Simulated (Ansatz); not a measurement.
Basis-set extrapolation for `C=C(Cl)S[SiH3]` (PBE0-D4/def2-TZVP geometry, frozen core, the Gaussian-basis code of Ansatz). Multiplicity 1, RHF reference.

|  | def2-TZVPP | def2-QZVPP |
| --- | --- | --- |
| HF | -1224.661416 | -1224.697741 |
| MP2 correlation | -0.814708 | -0.880365 |
| CCSD(T) correlation | -0.914846 | not run |

Energies in hartree. Use E(X) = E(∞) + A·exp(−7.88·√X) for Hartree–Fock and E(X) = E(∞) + B·X^(−2.97) for correlation, with X = 3 and 4, and add CCSD(T) minus MP2 of the smaller set to the MP2 limit.

Problem. What is the CCSD(T) energy at the basis-set limit?

Solution. HF limit: -1224.697741 + (-0.036325) × 0.13774 = -1224.70274. MP2 limit: -0.880365 + (-0.065657) × 0.74074 = -0.92900. Higher-order term: -0.914846 − (-0.814708) = -0.10014. Total: -1225.73188 hartree, 408.6 kJ/mol below CCSD(T)/def2-TZVPP.
